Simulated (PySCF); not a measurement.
Electronic absorption of C6H9F3Si2

C6H9F3Si2.
Bonds: F1–C2, C2–F3, C2–F4, C2–C5, C5–C6, C6–C7 (double), C7–Si8, Si8–C9, C9–C10 (double), C10–Si11, C6–Si11. Hydrogens: H12, H13 on C5; H14 on C7; H15, H16 on Si8; H17 on C9; H18 on C10; H19, H20 on Si11.

Level of theory: PySCF, TDDFT CAM-B3LYP/def2-SVPD, vertical, gas phase, core orbitals frozen in the response. One conformer (not necessarily the lowest) at the PBE0-D3(BJ)/def2-SVP geometry, without solvent, vibrations or thermal averaging. Torsions of this conformer, `[F:1][C:2]([F:3])([F:4])[CH2:5][C:6]1=[CH:7][SiH2:8][CH:9]=[CH:10][SiH2:11]1`: F1–C2–C5–C6 -179°, C2–C5–C6–C7 122°.

Q: What does the calculation give for the low-lying excited states?

A: 

```csv
state,E (eV),ν̃ (cm⁻¹),f,"main configurations (H = HOMO, L = LUMO)"
S1,5.80,46820,0.0016,"H-2→L (63%), H-3→L+1 (11%), H-2→L+1 (10%)"
S2,6.04,48700,0.0040,"H-2→L+1 (61%), H-3→L (16%)"
S3,6.23,50250,0.023,"H→L+1 (45%), H-1→L (27%), H→L (9%)"
S4,6.52,52570,0.198,"H→L (70%), H-1→L (25%)"
S5,6.65,53650,0.096,"H→L+1 (48%), H-1→L (30%), H→L (11%)"
S6,7.14,57610,0.532,"H-1→L+1 (79%), H-2→L+1 (8%)"
S7,7.19,57970,0.0003,H→L+2 (76%)
S8,7.32,59020,0.011,"H-3→L (69%), H-2→L+1 (9%)"
S9,7.40,59680,0.015,"H-1→L+2 (44%), H-4→L (16%)"
S10,7.41,59780,0.0032,"H-1→L+2 (27%), H-4→L (27%), H-4→L+1 (10%)"
```

Triplets, Tamm–Dancoff:

| state | E (eV) | λ (nm) | main configurations (H = HOMO, L = LUMO) |
| --- | --- | --- | --- |
| T1 | 3.97 | 312.5 | H→L (42%), H-1→L (22%), H-1→L+1 (17%) |
| T2 | 4.03 | 307.9 | H→L+1 (33%), H-1→L+1 (27%), H-1→L (23%) |
| T3 | 5.31 | 233.5 | H-2→L (51%), H-2→L+1 (23%), H-3→L+1 (14%) |
| T4 | 5.45 | 227.4 | H-2→L+1 (43%), H-3→L (27%), H-2→L (20%) |

The lowest singlet lies at 5.80 eV (214 nm, ultraviolet) and is very weak; its leading configuration is HOMO-2→LUMO (63%). The most intense listed level is S6 at 7.14 eV (174 nm, f = 0.532), 1.34 eV above S1. Löwdin shares by element: HOMO carbon 55% or more (atoms not listed hold the other 45%); LUMO carbon 50% or more, silicon 9% or more (atoms not listed hold the other 40%). Of the 10 states listed, 6 reach f = 0.01 and 1 stays under 0.0005. Orbital energies (eV): HOMO-3 -10.53, HOMO-2 -9.65, HOMO-1 -9.50, HOMO -9.18, LUMO -0.07, LUMO+1 0.23, LUMO+2 0.91. Weighted by f, the mean energy of these states is 6.93 eV. No computed singlet lies in the visible range (380 to 750 nm); the lowest, at 214 nm, stands 2.54 eV above its violet end (3.26 eV). The window holds the lowest 10 singlets.
